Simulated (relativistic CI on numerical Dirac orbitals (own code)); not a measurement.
**Pd5+: 3d photoemission**

Computed with this model: Dirac-Coulomb-Breit CI, KLI orbitals optimised for each configuration, a model potential for QED, multiplet model of photoemission in the sudden approximation, unscaled Slater integrals; configurations [Kr] 4d5 → [Ar] 3d9 4s2 4p6 4d5; 80 K; Lorentzian 0.42 eV and Gaussian 0.5 eV FWHM. Energies are those of the free ion, without screening or charge transfer. The energies are binding energies and can lie tens of eV above those of solids. S is read from ⟨S²⟩ = S(S + 1).

Field parameters in Wybourne normalisation: Oh B⁴₀ = 21Dq, B⁴₄ = √(5/14) B⁴₀. The field is a parameter set, without covalency.

Computed curve for free ion, scaled to 100 at the maximum (points under 2 are left out and the grid is thinned):

(Energy (eV), Intensity): (422.2, 2.1), (422.5, 2.7), (422.7, 3.3), (423.0, 4.5), (423.2, 5.8), (423.5, 9.6), (423.8, 19.8), (424.0, 36.9), (424.3, 79.0), (424.5, 96.9), (424.8, 99.8), (425.1, 94.5), (425.3, 88.4), (425.6, 77.9), (425.9, 62.9), (426.1, 49.4), (426.4, 26.9), (426.6, 16.1), (426.9, 8.4), (427.2, 5.6), (427.4, 4.8), (427.7, 4.2), (427.9, 4.1), (428.2, 4.4), (428.5, 5.6), (428.7, 7.3), (429.0, 12.8), (429.2, 19.9), (429.5, 40.7), (429.8, 71.7), (430.0, 83.9), (430.3, 73.7), (430.6, 43.7), (430.8, 27.4), (431.1, 14.5), (431.3, 10.4), (431.6, 7.6), (431.9, 8.1), (432.1, 9.5), (432.4, 11.8), (432.6, 12.6), (432.9, 11.1), (433.2, 7.6), (433.4, 5.6), (433.7, 3.7), (433.9, 3.1), (434.2, 3.1), (434.5, 2.9), (434.7, 2.4), (439.8, 2.0), (440.3, 2.6), (440.5, 3.8), (440.8, 6.4), (441.0, 8.7), (441.3, 12.7), (441.6, 15.1), (441.8, 13.0), (442.1, 6.9), (442.3, 4.1), (442.6, 2.2)

The ground state has S = 2.49, and the centroid lies at 428.16 eV.
